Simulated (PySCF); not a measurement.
Be(F)(OH) (BeFHO), SMILES [OH][Be][F].

Coordinates come from a TPSSh-D3(BJ)/def2-TZVP optimisation. Other conformers were not sampled.

Method: TDA-CAM-B3LYP/def2-TZVPD run with PySCF.

Vertical excitations. The molecule is in vacuum. State labels are in the subgroup Cs.

Computed excitation energies, oscillator strengths and character:
```json
[
 {"state": "S1", "symmetry": "A\"", "energy (eV)": "7.40", "λ (nm)": "167", "f": "0.056", "main pairs": "HOMO→LUMO 94 %"},
 {"state": "S2", "symmetry": "A'", "energy (eV)": "7.97", "λ (nm)": "156", "f": "0.053", "main pairs": "HOMO−1→LUMO 92 %"},
 {"state": "S3", "symmetry": "A\"", "energy (eV)": "8.91", "λ (nm)": "139", "f": "0.001", "main pairs": "HOMO→LUMO+3 51 %, HOMO→LUMO+6 18 %, HOMO→LUMO+1 18 %"},
 {"state": "S4", "symmetry": "A\"", "energy (eV)": "9.08", "λ (nm)": "137", "f": "0.003", "main pairs": "HOMO→LUMO+1 60 %, HOMO→LUMO+4 18 %, HOMO→LUMO+3 12 %"},
 {"state": "S5", "symmetry": "A'", "energy (eV)": "9.32", "λ (nm)": "133", "f": "0.002", "main pairs": "HOMO→LUMO+2 52 %, HOMO−1→LUMO+3 22 %"},
 {"state": "S6", "symmetry": "A'", "energy (eV)": "9.58", "λ (nm)": "129", "f": "0.028", "main pairs": "HOMO−1→LUMO+1 53 %, HOMO−2→LUMO 22 %, HOMO−1→LUMO+4 12 %"},
 {"state": "S7", "symmetry": "A\"", "energy (eV)": "9.67", "λ (nm)": "128", "f": "0.000", "main pairs": "HOMO−1→LUMO+2 75 %"},
 {"state": "S8", "symmetry": "A\"", "energy (eV)": "9.84", "λ (nm)": "126", "f": "0.087", "main pairs": "HOMO−3→LUMO 78 %"},
 {"state": "S9", "symmetry": "A'", "energy (eV)": "9.84", "λ (nm)": "126", "f": "0.040", "main pairs": "HOMO−2→LUMO 59 %, HOMO−1→LUMO+1 20 %"},
 {"state": "S10", "symmetry": "A'", "energy (eV)": "10.21", "λ (nm)": "121", "f": "0.029", "main pairs": "HOMO−1→LUMO+3 38 %, HOMO→LUMO+2 38 %"},
 {"state": "T1", "symmetry": "A\"", "energy (eV)": "7.01", "λ (nm)": "177", "f": "0", "main pairs": "HOMO→LUMO 89 %"},
 {"state": "T2", "symmetry": "A'", "energy (eV)": "7.55", "λ (nm)": "164", "f": "0", "main pairs": "HOMO−1→LUMO 89 %"},
 {"state": "T3", "symmetry": "A'", "energy (eV)": "8.67", "λ (nm)": "143", "f": "0", "main pairs": "HOMO→LUMO+2 62 %, HOMO→LUMO+7 18 %, HOMO→LUMO+8 12 %"},
 {"state": "T4", "symmetry": "A\"", "energy (eV)": "8.73", "λ (nm)": "142", "f": "0", "main pairs": "HOMO→LUMO+3 53 %, HOMO→LUMO+6 18 %, HOMO→LUMO+4 11 %"}
]
```
Triplets are in the Tamm–Dancoff approximation.
